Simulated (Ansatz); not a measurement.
```xyz
14

C    -0.220    0.708    2.660
In   -0.159   -0.243    0.753
C    -0.420   -2.136   -0.199
O     0.303    1.166   -0.612
Si    0.576    1.282   -2.201
H    -1.169    0.513    3.162
H    -0.096    1.780    2.511
H     0.585    0.335    3.295
H     0.369   -2.269   -0.940
H    -0.398   -2.958    0.515
H    -1.380   -2.141   -0.718
H     1.872    1.968   -2.476
H    -0.501    2.056   -2.886
H     0.638   -0.061   -2.863
```

Charge 0, multiplicity 1. In: def2 effective core potential.

**Question.** List the r2SCAN/def2-TZVPP orbital energies in eV (Ansatz). (Estimate.)

**Answer.** Ansatz gave: Occupied: -1790.55, -514.57, -273.04, -273.03, -140.92, -125.32, -95.79, -95.78, -95.77, -82.09, -81.76, -81.69, -24.31, -19.71, -19.25, -19.23, -19.20, -19.13, -17.60, -17.49, -12.76, -10.56, -10.35, -10.25, -10.23, -10.18, -8.72, -8.70, -8.26, -7.12, -6.72, -6.50. Lowest empty: -1.47, -0.99, 0.18, 0.92, 1.45, 1.68, 1.97, 2.00.
